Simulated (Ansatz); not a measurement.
C2H5BS (`BC(C)=S`), relaxed with RKS PBE-D4/def2-SVP in the Gaussian-basis code of Ansatz from a rough embedded geometry. The force threshold is 0.03 eV/Å; the program also tests the step.

The species carries charge 0 and has multiplicity 1.

Start:

```xyz
9

B    -0.670   -1.079   -0.686
C     0.397   -0.408    0.158
C     0.302    1.046    0.426
S     1.405   -1.175    0.785
H    -0.698   -2.309   -0.828
H    -1.593   -0.495   -1.197
H    -0.287    1.277    1.295
H    -0.149    1.596   -0.497
H     1.293    1.546    0.543
```

Task: How much energy does the relaxation release, and in how many steps? (Estimate.)

Result: The calculation gave: 255.22 kJ/mol, in 19 steps, 2 of them rejected.

Task: Which bonds change most? (An estimate is asked.)

Result: Computed: B1–S4 from 2.545 to 2.162 Å; C2–S4 from 1.413 to 1.658 Å; C3–H8 from 1.165 to 1.112 Å; C3–H7 from 1.074 to 1.113 Å.

Task: Give the relaxed structure. (An estimate is asked.)

Result: Computed: 
```xyz
9

B    -0.627   -1.232   -0.671
C     0.261   -0.171   -0.003
C     0.282    1.189    0.566
S     1.473   -1.292   -0.158
H    -1.303   -1.967    0.028
H    -0.816   -1.186   -1.875
H    -0.489    1.257    1.365
H    -0.051    1.907   -0.216
H     1.269    1.494    0.964
```
